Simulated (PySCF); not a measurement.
H8OSi3, SMILES [SiH3]O[SiH2][SiH3].

Coordinates come from a TPSSh-D3(BJ)/def2-SVP optimisation. One conformer was computed; it need not be the lowest.

These are SMD-B3LYP/def2-SVP run with PySCF values and carry that method's errors.

Solvation free energies are E(SMD) − E(gas) at the gas-phase geometry, for 1 M in both phases. In vacuum the dipole moment is 0.33 D.

Estimate the solvation free energies in water, chlorobenzene, diethylether. (An estimate is asked for; the answer gives what the named calculation found.)


```json
[
 {"solvent": "water", "ΔG(solv) (kcal/mol)": "3.2", "its non-electrostatic (CDS) part": "4.3", "dipole (D)": "0.50"},
 {"solvent": "chlorobenzene", "ΔG(solv) (kcal/mol)": "-0.8", "its non-electrostatic (CDS) part": "-0.2", "dipole (D)": "0.41"},
 {"solvent": "diethylether", "ΔG(solv) (kcal/mol)": "-1.4", "its non-electrostatic (CDS) part": "-0.9", "dipole (D)": "0.40"}
]
```
